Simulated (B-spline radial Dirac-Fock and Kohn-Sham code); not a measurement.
**Two-hole binding energies of Ir⁶⁺**

System: iridium as Ir⁶⁺, configuration [Xe] 4f14 5d3.

The computed values come from a radial finite-basis atomic code: Dirac-Fock (average of configuration) total-energy differences with a finite nucleus, the Breit interaction including its frequency dependence, and self-energy and vacuum-polarisation corrections. U is the two-hole binding energy less the two single-hole energies, the effective repulsion of the holes after relaxation. Each two-hole energy is an average over J within one jj subconfiguration.

```tsv
holes	E(a) (eV)	E(b) (eV)	E(ab) (eV)	U (eV)
1s⁻¹ 2p3/2⁻¹	76206.0	11314.5	87879.0	358.5
1s⁻¹ 3p3/2⁻¹	76206.0	2654.7	78975.8	115.1
2s⁻¹ 2p1/2⁻¹	13524.9	12923.7	26677.4	228.8
2p1/2⁻²	12923.7	12923.7	26157.0	309.6
2s⁻¹ 2p3/2⁻¹	13524.9	11314.5	25051.1	211.7
2p1/2⁻¹ 3p3/2⁻¹	12923.7	2654.7	15678.2	99.8
2p1/2⁻¹ 3d3/2⁻¹	12923.7	2215.2	15244.9	106.0
2p3/2⁻¹ 3p1/2⁻¹	11314.5	3011.2	14431.5	105.8
3p1/2⁻²	3011.2	3011.2	6102.0	79.6
3p1/2⁻¹ 3p3/2⁻¹	3011.2	2654.7	5735.1	69.2
3p3/2⁻²	2654.7	2654.7	?	?
3d3/2⁻¹ 3d5/2⁻¹	2215.2	2139.6	4436.2	81.3
4f5/2⁻²	159.0	159.0	349.6	31.7
5p1/2⁻¹ 5p3/2⁻¹	153.9	139.1	312.3	19.2
```

Question: Give the missing two-hole energy and U.

Answer: E(ab) = 5377.7 eV and U = 68.3 eV.
